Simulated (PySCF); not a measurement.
Molecule: C5H6O2Si, SMILES C(=O)[SiH2]c1occc1. Atoms near the plane z = 1.2 Å, at the GFN2-xTB optimised geometry (x, y, z in Å): O1 (2.8, -2.8, 0.8), C2 (2.1, -2.2, 0.0), Si3 (0.2, -2.2, 0.0), C4 (-0.3, -0.4, 0.0), C5 (0.3, 0.8, 0.2), C6 (-0.6, 1.8, 0.1), C7 (-1.8, 1.2, -0.2), O8 (-1.6, -0.1, -0.2), H11 (-0.3, -2.9, 1.2), H12 (1.4, 0.9, 0.4), H13 (-0.4, 2.9, 0.2).

Computed with PySCF 2.14.0 with CAM-B3LYP/def2-TZVP. The values are rescaled to run from 0 to 1.

```
|3333333333444444444333333333333|
|3333333334444444444433333333333|
|3333333344444444444443333333333|
|3333333444444444444444333333333|
|3333444444444455444444333333333|
|3334444433444555444444433333333|
|3344444333344555444444443333333|
|3344444333344555444444444333333|
|3444444333345665444444444433333|
|3344444333345776544444444433333|
|3344444333345776555555444433333|
|3334443444444567876766544433333|
|3333333444444468998886544433333|
|3333333344444468998876544433333|
|3333333333444456776665544433333|
|3333333333345555555555444333333|
|3333333223345555444554443333333|
|3333333223345565555554443333333|
|3333333333345566766555443322222|
|3333333333345679997665543222222|
|3333333333445799999766654211122|
|3333333333456899999777999410112|
|3333333333457999999769999910011|
|3333333333459999997559999920011|
|3333333333459999975436999910011|
|3333333333347999754322799400011|
|3333333333344676543211122100111|
|3333333333333444433211000001112|
|3333333333333333333221111111122|
|3333333333333333333222111111222|
|3333333333333333333222222222222|
```
Scale: ten equal steps from 0.000 (start of '0') to 1.00 (end of '9'), in the order '0123456789'; x runs from -5.00 to 5.00, y from -5.00 (bottom) to 5.00 (top).

Which quantity is mapped?
A) electrostatic potential
B) Laplacian of the electron density
C) deformation density (molecule minus spherical neutral atoms)
D) an orbital amplitude

A, electrostatic potential. In full: electrostatic potential (hartree/e), clipped to [-0.08, 0.12].
